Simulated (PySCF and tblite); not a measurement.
The numbers below are computed, except where a source is named.
System: C5H10S2, numbered as in [CH3:1][S:2][S:3][CH2:4][CH:5]1[CH2:6][CH2:7]1.

Geometries: GFN2-xTB; energies: PBE0/pcSseg-1 + D3(BJ); zero-point and thermal terms from GFN2-xTB harmonic modes (soft modes blended into free rotors). Rate constants are transition-state-theory values, counting equivalent paths, without tunnelling. (PySCF 2.14 with density fitting, tblite 0.8.)

Estimate the barrier and the room-temperature rate of the rotation about the S2–S3 bond (torsion C1–S2–S3–C4 from 98° to 270°, rising).

The electronic barrier is 7.1 kcal/mol and ΔG‡(298 K) 7.4 kcal/mol, over a C1 saddle with an imaginary mode of 50i cm⁻¹ (GFN2-xTB). With 1 equivalent path, k is 2.5×10⁷ s⁻¹, a mean lifetime of the start of 40 ns against this motion. The end lies 0.6 kcal/mol above the start in free energy.
